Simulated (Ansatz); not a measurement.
System: C₄H₈O, charge 0, multiplicity 1. SMILES: CCCC=O
Geometry: optimised at B3LYP-D3(BJ)/def2-TZVP (Ansatz, a program for electronic structure).

Wanted: atomisation energy, in kcal/mol. Conventions: 6-31G* and kin with 6d, 5d where marked; non-relativistic; UHF or UKS for open shells; atomisation electronic, to ground-state atoms; no dispersion term unless named; frozen cores in correlated levels; spin-orbit terms left out. CBS marks a two-point X^-3 extrapolation of the correlation energy; Hartree-Fock from the larger set. The bracket is a focal-point correction in the basis named. Ab initio and DFT rows: single points at B3LYP-D3(BJ) geometries (Ansatz).

```tsv
species	coefficient	E at B3LYP/6-31G* (Ansatz), Eh	E at wB97M-V/def2-TZVPD (Ansatz), Eh
CCCC=O	-1	-232.45867	-232.43616
C atom	+4	-37.84628	-37.84643
H atom	+8	-0.50027	-0.49411
O atom	+1	-75.06062	-75.07806
```

Coupled cluster (Ansatz) is a level with limits of its own, used here on species with T1 under 0.025 (0.045 for open shells) and stable references: RI-MP2/CBS(cc-pVTZ,cc-pVQZ)+[CCSD(T)-MP2]/cc-pVTZ. Value to compare with, RI-MP2/CBS(cc-pVTZ,cc-pVQZ)+[CCSD(T)-MP2]/cc-pVTZ (Ansatz): 1265.7 kcal/mol. 1 Eh = 627.5095 kcal/mol.

Compute it at each level from the table, and compare with RI-MP2/CBS(cc-pVTZ,cc-pVQZ)+[CCSD(T)-MP2]/cc-pVTZ (Ansatz).


- B3LYP/6-31G*: the sum of coefficient times E is 2.01077 Eh, or 1261.78 kcal/mol. Result: 1261.8 kcal/mol. Its difference against RI-MP2/CBS(cc-pVTZ,cc-pVQZ)+[CCSD(T)-MP2]/cc-pVTZ (Ansatz) is -3.9 kcal/mol.
- wB97M-V/def2-TZVPD: the sum of coefficient times E is 2.01950 Eh, or 1267.26 kcal/mol. Result: 1267.3 kcal/mol. Its difference against RI-MP2/CBS(cc-pVTZ,cc-pVQZ)+[CCSD(T)-MP2]/cc-pVTZ (Ansatz) is 1.6 kcal/mol.
